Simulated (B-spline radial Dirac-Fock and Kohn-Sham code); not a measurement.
## Dipole and non-dipole photoemission parameters of Tm 4f7/2

System: atomic thulium in the configuration [Xe] 4f13 6s2; threshold 8.93 eV (orbital energy of the model). Model: Dirac-Hartree-Slater photoionisation with a Latter tail; cross sections with all multipoles, angular parameters from the dipole term and its interference with E2. Program: an atomic code on a B-spline grid.

Input of the calculation (task.json; shells as n, l, electrons):

```json
{"items": [{
  "Z": 69,
  "q": 0,
  "cfg": [[1, 0, 2], [2, 0, 2], [2, 1, 6], [3, 0, 2], [3, 1, 6], [3, 2, 10], [4, 0, 2], [4, 1, 6], [4, 2, 10], [4, 3, 13], [5, 0, 2], [5, 1, 6], [6, 0, 2]],
  "A": 169,
  "rrms": 5.2256,
  "do": "xps",
  "hv": [60, 80.8, 81.6, 92.3, 100, 108.0, 260.0, 264.0, 265.0, 300, 342.0, 400, 428.0, 536.0, 565.0, 571.0, 600, 661.0, 712.0, 894.0, 1110.0, 1140.0, 2430.0, 2984.4, 3270.0, 4300.0, 6000, 6150.0, 11000.0, 15000],
  "edges": {"K": 59390.0, "L1": 10116.0, "L2": 9617.0, "L3": 8648.0, "M1": 2307.0, "M2": 2090.0, "M3": 1885.0, "M4": 1515.0, "M5": 1468.0, "N1": 470.9, "N2": 385.9, "N3": 332.6, "N4": 175.5, "N5": 175.5}
}]}
```

Command: `python xray2_run.py task.json out`

For linearly polarised light dσ/dΩ = σ/(4π) [1 + β P₂(cos θ) + (δ + γ cos²θ) sin θ cos φ], with θ from the polarisation vector and φ the angle between the beam and the projection of the electron momentum on the plane normal to the polarisation.

| hν (eV) | σ (kb) | β | γ | δ |
| --- | --- | --- | --- | --- |
| 60 | 3400 | 0.538 | 0.007 | 0.010 |
| 80.8 | 4090 | 0.401 | 0.006 | 0.013 |
| 81.6 | 4110 | 0.398 | 0.006 | 0.013 |
| 92.3 | 4260 | 0.366 | 0.006 | 0.014 |
| 100 | 4310 | 0.353 | 0.006 | 0.015 |
| 108 | 4320 | 0.345 | 0.006 | 0.016 |
| 260 | 2600 | 0.533 | 0.014 | 0.026 |
| 264 | 2550 | 0.539 | 0.015 | 0.026 |
| 265 | 2540 | 0.541 | 0.015 | 0.026 |
| 300 | 2140 | 0.595 | 0.018 | 0.028 |
| 342 | ? | ? | ? | ? |
| 400 | 1310 | 0.727 | 0.029 | 0.034 |
| 428 | 1140 | 0.758 | 0.033 | 0.036 |
| 536 | 694 | 0.855 | 0.052 | 0.043 |
| 565 | 611 | 0.876 | 0.059 | 0.045 |
| 571 | 596 | 0.880 | 0.060 | 0.045 |
| 600 | 527 | 0.899 | 0.067 | 0.047 |
| 661 | 410 | 0.933 | 0.083 | 0.051 |
| 712 | 336 | 0.957 | 0.097 | 0.054 |
| 894 | 176 | 1.016 | 0.154 | 0.065 |
| 1110 | 91.2 | 1.049 | 0.230 | 0.077 |
| 1140 | 83.9 | 1.052 | 0.241 | 0.079 |
| 2430 | 6.22 | 0.994 | 0.651 | 0.149 |
| 2984.4 | 2.88 | 0.944 | 0.780 | 0.178 |
| 3270 | 2.03 | 0.920 | 0.837 | 0.193 |
| 4300 | 0.692 | 0.840 | 1.008 | 0.246 |
| 6000 | 0.177 | 0.739 | 1.210 | 0.331 |
| 6150 | 0.159 | 0.731 | 1.225 | 0.338 |
| 11000 | 0.0128 | 0.562 | 1.526 | 0.552 |
| 15000 | 0.00312 | 0.477 | 1.644 | 0.706 |

Problem. Give the values at 342 eV.

Solution. σ = 1740 kb, β = 0.655, γ = 0.022, δ = 0.031.
